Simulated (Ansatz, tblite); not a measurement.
Removing and adding an electron: `FC(F)(F)[Si]12O[Si]3(F)O[Si]4(F)O[Si](F)(O3)O[Si](F)(O[Si](F)(O4)O1)O2`. Total charge 0; singlet. Geometry: r2SCAN-D4/def2-SVP. Ansatz, gas phase; energy differences of separate SCF runs; the oxidised species was run as a doublet alone; the reduced species was run as a doublet alone.

Cartesian coordinates in Å:
```
F -3.451 1.815 1.745
C -2.865 2.092 0.567
F -3.781 1.903 -0.402
F -2.531 3.394 0.568
Si -1.344 0.990 0.278
O -0.260 1.258 1.485
Si 1.226 0.655 1.837
F 1.760 1.337 3.169
O 2.251 0.943 0.579
Si 2.661 -0.014 -0.699
F 4.182 0.210 -1.102
O 2.405 -1.572 -0.230
Si 1.397 -2.185 0.920
F 2.051 -3.450 1.626
O 1.131 -0.980 2.012
O -0.021 -2.632 0.230
Si -1.172 -1.853 -0.637
F -2.318 -2.883 -1.024
O -0.501 -1.190 -1.988
Si 0.095 0.322 -2.258
F -0.185 0.779 -3.754
O 1.710 0.340 -1.985
O -0.658 1.328 -1.189
O -1.783 -0.605 0.252
```

The xTB rows come from tblite. B3LYP takes the VWN-RPA correlation.

```json
{"level": "GFN1-xTB", "−HOMO (eV)": "12.41", "vertical IE (eV)": "14.99", "−LUMO (eV)": "4.21", "vertical EA (eV)": "2.00", "HOMO–LUMO gap (eV)": "8.20", "IE − EA (eV)": "13.00", "remarks": "–"}
{"level": "GFN2-xTB", "−HOMO (eV)": "13.19", "vertical IE (eV)": "15.85", "−LUMO (eV)": "6.66", "vertical EA (eV)": "4.42", "HOMO–LUMO gap (eV)": "6.53", "IE − EA (eV)": "11.43", "remarks": "–"}
{"level": "PBE-D4/def2-SVP", "−HOMO (eV)": "8.54", "vertical IE (eV)": "–", "−LUMO (eV)": "1.62", "vertical EA (eV)": "-0.33", "HOMO–LUMO gap (eV)": "6.92", "IE − EA (eV)": "–", "remarks": "HOMO above zero (-1 doublet)"}
{"level": "B3LYP-D4/def2-SVP", "−HOMO (eV)": "10.08", "vertical IE (eV)": "11.89", "−LUMO (eV)": "0.98", "vertical EA (eV)": "-0.53", "HOMO–LUMO gap (eV)": "9.10", "IE − EA (eV)": "12.43", "remarks": "HOMO above zero (-1 doublet)"}
{"level": "PBE0-D4/def2-SVP", "−HOMO (eV)": "10.42", "vertical IE (eV)": "12.11", "−LUMO (eV)": "0.79", "vertical EA (eV)": "-0.58", "HOMO–LUMO gap (eV)": "9.63", "IE − EA (eV)": "12.69", "remarks": "HOMO above zero (-1 doublet)"}
```

Relaxing the oxidised species (r2SCAN-D4/def2-SVP) changes its energy by -0.97 eV at PBE0-D4/def2-SVP, so the adiabatic ionisation energy to this nearest minimum is 11.13 eV.  Relaxing the reduced species (r2SCAN-D4/def2-SVP) changes its energy by -1.20 eV at PBE-D4/def2-SVP, so the adiabatic electron affinity to this nearest minimum is 0.87 eV. At PBE0-D4/def2-SVP it is 0.74 eV.  Run but left out: PBE-D4/def2-SVP (charge +1 doublet: an occupied level 0.07 eV above an empty one).   A HOMO above zero means that the electron is unbound at that level or that self-interaction error raises the level; the energy of removing that electron tells which. Raw xTB energy differences between charge states are shifted by several eV; the methods need an empirical correction for them. Sets without diffuse functions give affinities that are too small. A negative affinity means that the extra electron isn't bound; its size then hangs on the basis.
